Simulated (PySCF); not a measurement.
**Radial density of Cl (chlorine, neutral)**

B97-3, [Ne] 3s1 3p5 4s1, high-spin 4P determinant (an excited configuration). All numbers are calculated (PySCF 2.14, scalar relativity by spin-free X2C-1e, in aug-cc-pCVTZ-DK with one added diffuse shell each of s, p, d, f type (9s8p6d4f, 91 functions)).

```json
{"r (bohr)": "0.00190", "4πr²ρ (e/bohr)": "0.1649", "4πr²(ρα − ρβ)": "0.0007"}
{"r (bohr)": "0.00319", "4πr²ρ (e/bohr)": "0.4258", "4πr²(ρα − ρβ)": "0.0019"}
{"r (bohr)": "0.00537", "4πr²ρ (e/bohr)": "1.075", "4πr²(ρα − ρβ)": "0.0047"}
{"r (bohr)": "0.00903", "4πr²ρ (e/bohr)": "2.598", "4πr²(ρα − ρβ)": "0.0113"}
{"r (bohr)": "0.0152", "4πr²ρ (e/bohr)": "5.810", "4πr²(ρα − ρβ)": "0.0250"}
{"r (bohr)": "0.0255", "4πr²ρ (e/bohr)": "11.36", "4πr²(ρα − ρβ)": "0.0477"}
{"r (bohr)": "0.0430", "4πr²ρ (e/bohr)": "17.70", "4πr²(ρα − ρβ)": "0.0695"}
{"r (bohr)": "0.0723", "4πr²ρ (e/bohr)": "19.23", "4πr²(ρα − ρβ)": "0.0656"}
{"r (bohr)": "0.122", "4πr²ρ (e/bohr)": "14.32", "4πr²(ρα − ρβ)": "0.0820"}
{"r (bohr)": "0.204", "4πr²ρ (e/bohr)": "15.36", "4πr²(ρα − ρβ)": "0.2885"}
{"r (bohr)": "0.344", "4πr²ρ (e/bohr)": "19.05", "4πr²(ρα − ρβ)": "0.3165"}
{"r (bohr)": "0.579", "4πr²ρ (e/bohr)": "8.583", "4πr²(ρα − ρβ)": "0.0031"}
{"r (bohr)": "0.973", "4πr²ρ (e/bohr)": "3.606", "4πr²(ρα − ρβ)": "1.1821"}
{"r (bohr)": "1.64", "4πr²ρ (e/bohr)": "3.668", "4πr²(ρα − ρβ)": "1.2870"}
{"r (bohr)": "2.75", "4πr²ρ (e/bohr)": "0.8969", "4πr²(ρα − ρβ)": "0.2505"}
{"r (bohr)": "4.63", "4πr²ρ (e/bohr)": "0.2543", "4πr²(ρα − ρβ)": "0.2253"}
{"r (bohr)": "7.79", "4πr²ρ (e/bohr)": "0.07275", "4πr²(ρα − ρβ)": "0.0727"}
{"r (bohr)": "13.1", "4πr²ρ (e/bohr)": "0.001410", "4πr²(ρα − ρβ)": "0.0014"}
```

Densities and radii are taken from the X2C orbitals without a picture-change correction, which distorts them close to the nucleus.

The outer electron is Rydberg-like, and this basis confines it to a smaller radius and binds it less than a complete one would.
